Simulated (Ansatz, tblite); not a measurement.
Cost and result up the ladder for GaGe18H28, a doped nanocrystal cut from the lattice of germanium (Ga on an inner site) (47 atoms). The state is a doublet with charge 0. Geometry: PBE-D4/def2-SVP.

Cartesian coordinates in Å:
```
Ge -3.4257 -2.4180 1.2439
Ge -0.6976 3.3706 2.7077
Ge 0.4496 -3.3754 1.4446
Ge 2.6524 1.2514 2.6762
Ge -1.8811 -4.9588 -1.4194
Ge -2.8545 -1.2255 -2.5019
Ge 1.0267 -2.5807 -2.4710
Ga -0.4852 0.1111 0.4492
Ge -0.6019 3.4313 -1.2925
Ge 3.0182 1.6521 -1.4057
Ge 2.5177 4.8054 0.8321
Ge -1.7907 -4.2071 0.9088
Ge 0.2093 1.0966 2.5752
Ge -2.7664 -0.5179 -0.1584
Ge 0.0788 4.6078 0.7450
Ge 1.1954 -1.6802 -0.2028
Ge 3.5255 2.5725 0.8052
Ge -1.3254 -3.0965 -2.9105
Ge 0.6034 1.2791 -1.5314
H -3.4256 -1.9984 2.7450
H -4.8474 -2.9519 0.8916
H -0.2410 4.1190 3.9970
H -2.2554 3.3222 2.7034
H 0.4665 -2.7047 2.8507
H 1.4965 -4.5346 1.4502
H 3.1194 1.9452 3.9929
H 3.2884 -0.1703 2.6471
H -3.3141 -5.4896 -1.7198
H -0.8797 -6.1305 -1.6446
H -4.2873 -1.7021 -2.8920
H -2.4846 -0.0407 -3.4427
H 1.8534 -3.9004 -2.5505
H 1.6290 -1.5813 -3.4987
H -2.1274 3.1172 -1.2662
H -0.3078 4.2893 -2.5642
H 3.7910 0.3367 -1.7054
H 3.4204 2.6980 -2.4899
H 2.9135 5.5675 2.1312
H 3.0334 5.6314 -0.3838
H -2.0870 -5.4074 1.8623
H -0.2901 0.3021 3.8244
H -3.8063 0.6280 0.0570
H -0.5645 6.0299 0.7009
H 2.6582 -1.2592 0.1465
H 5.0744 2.7176 0.9416
H -1.4638 -3.5748 -4.3905
H 0.1894 0.6240 -2.8877
```

Ansatz on 11 threads of AMD EPYC 7R13 on a shared host and a whole NVIDIA H100 80GB HBM3; xTB runs through tblite on one thread. Times are rough, summed over both states, and most runs start from the orbitals of an earlier one. PBE0-D4/def2-TZVP serves as the yardstick here, not as an exact answer. The other state is a singlet, and no other spin of it was run.

The xTB rows come from tblite. Single mean-field runs in def2-TZVP are fitted with def2-universal-jkfit.

Raw xTB energies of ions are shifted by several eV, and xTB has no spin-polarisation term.

| level | functions | wall time |
| --- | --- | --- |
| GFN2-xTB | 199 | 0.84 s |
| GFN1-xTB | 227 | 0.94 s |
| PBE-D4/def2-TZVP (with forces) | 1080 | 16 s |
| B97M-V/def2-TZVP | 1080 | 23 s |
| PBE0-D4/def2-TZVP (with forces) | 1080 | 36 s |

Problem. Estimate what each level gives for the vertical IE (eV).

Solution. 
```csv
level,vertical IE (eV),difference from PBE0-D4/def2-TZVP (eV)
GFN2-xTB,10.78,3.65
GFN1-xTB,12.10,4.98
PBE-D4/def2-TZVP (with forces),6.87,-0.26
B97M-V/def2-TZVP,7.09,-0.04
PBE0-D4/def2-TZVP (with forces),7.13,0.00
```
